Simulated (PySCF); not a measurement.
Substituent effects on chemical shifts

Parent skeleton `[CH3:1][C:2]1=[CH:3][SiH:4]([F:5])[CH2:6][CH2:7]1`; one hydrogen on atom 4 is replaced by X. Hydrogens on one atom are averaged.

Computed data (PySCF 2.14): PBE0/pcSseg-1 with gauge-including orbitals, geometry from GFN2-xTB. No solvent, averaged over atoms made equivalent by symmetry, fast rotation or ring inversion, non-relativistic, a single conformation.

Referencing at the same level of theory: 13C and 29Si and 1H against TMS; 19F against CFCl3.

Task: Give δ (ppm) for X = COO-, ethynyl, CHCl2, NHCH3, PH2.

Result: 
| X | SMILES | C1 | C2 | C3 | Si4 | F5 | C6 | C7 | H(C1) | H(C3) |
| --- | --- | --- | --- | --- | --- | --- | --- | --- | --- | --- |
| COO- | CC1=C[Si@](F)(C(=O)[O-])CC1 | 26.7 | 160.4 | 142.1 | 10.4 | -188.5 | 17.5 | 38.7 | 1.75 | 6.13 |
| ethynyl | C#C[Si@@]1(F)C=C(C)CC1 | 26.4 | 178.4 | 128.4 | 12.4 | -168.1 | 16.3 | 37.7 | 2.07 | 5.82 |
| CHCl2 | CC1=C[Si@@](F)(C(Cl)Cl)CC1 | 26.6 | 183.4 | 123.4 | 34.8 | -173.4 | 13.1 | 38.2 | 2.14 | 5.90 |
| NHCH3 | CN[Si@@]1(F)C=C(C)CC1 | 23.1 | 180.2 | 127.8 | 21.0 | -168.6 | 10.8 | 39.4 | 2.08 | 5.73 |
| PH2 | CC1=C[Si@](F)(P)CC1 | 26.1 | 175.0 | 132.1 | 60.9 | -167.3 | 18.0 | 37.9 | 2.02 | 5.94 |

Task: Which position responds most, and to which substituents?

Result: Si4: from 10.4 ppm with COO- to 60.9 ppm with PH2.

Unscaled 19F shifts against computed CFCl3 carry errors that often reach 10 to 50 ppm.
